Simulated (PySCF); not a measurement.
Start geometry of `Cc1cc(C(C)C)c[p-]1` from GFN2-xTB (Å):
```
atom  x, y, z in Å
C1     3.694    0.055   -0.017
C2     2.235   -0.369    0.041
C3     1.141    0.493   -0.006
C4    -0.045   -0.153    0.084
C5    -1.405    0.558    0.059
C6    -2.123    0.434    1.414
C7    -2.291    0.046   -1.057
C8     0.085   -1.518    0.194
P9     1.733   -2.034    0.214
H10    3.846    0.718   -0.882
H11    4.327   -0.785   -0.080
H12    3.957    0.653    0.878
H13    1.235    1.583   -0.097
H14   -1.226    1.636   -0.102
H15   -2.314   -0.631    1.631
H16   -3.071    0.979    1.425
H17   -1.491    0.839    2.210
H18   -1.808    0.162   -2.012
H19   -2.517   -1.016   -0.905
H20   -3.271    0.601   -1.088
H21   -0.762   -2.230    0.273
```

Problem. What comes out of this run: PBE0-D3(BJ)/def2-SVP geometry optimisation, gas phase in PySCF?

Solution. 
```
atom  x, y, z in Å
C1     4.886   -0.461   -0.147
C2     3.455   -0.908   -0.071
C3     2.354   -0.046   -0.123
C4     1.103   -0.704   -0.021
C5    -0.223    0.023   -0.040
C6    -0.949   -0.074    1.305
C7    -1.133   -0.455   -1.174
C8     1.255   -2.091    0.111
P9     2.944   -2.590    0.108
H10    5.085    0.174   -1.032
H11    5.572   -1.322   -0.208
H12    5.198    0.133    0.736
H13    2.439    1.044   -0.235
H14   -0.005    1.093   -0.220
H15   -1.169   -1.128    1.544
H16   -1.904    0.484    1.307
H17   -0.314    0.316    2.115
H18   -0.630   -0.342   -2.147
H19   -1.369   -1.524   -1.052
H20   -2.087    0.103   -1.205
H21    0.412   -2.785    0.203
```

The energy falls by 5.8 kcal/mol over 7 energy and gradient evaluations, the largest force component goes from 0.0680 to 9.8e-05 Eh/bohr, and the atoms move by 0.040 Å rms after alignment. The bond that changes most is C3–C4 (aromatic CH carbon to substituted aromatic carbon), which lengthens by 0.063 Å. Bonds longer at the end by more than 0.005 Å: 12 of 21; shorter: 5. Among the angles that change most is H10–C1–H11, from 110.5° to 106.9°. Rotational constants go from 2797, 825.3, 739.3 to 2739, 810.2, 724.5 MHz. The orientation of the end geometry is arbitrary; only internal coordinates are fixed.

The run used 190 basis functions and 46 SCF cycles in all. The run took 2.3 min on an Arm Neoverse V1 with one thread, shared host with 32 logical CPUs at a one-minute load of 47, and the process peaked at 0.80 GiB of memory.

No frequency check. The geometry's basis has no diffuse functions, a weakness for an anion.

One conformer stands for the species.
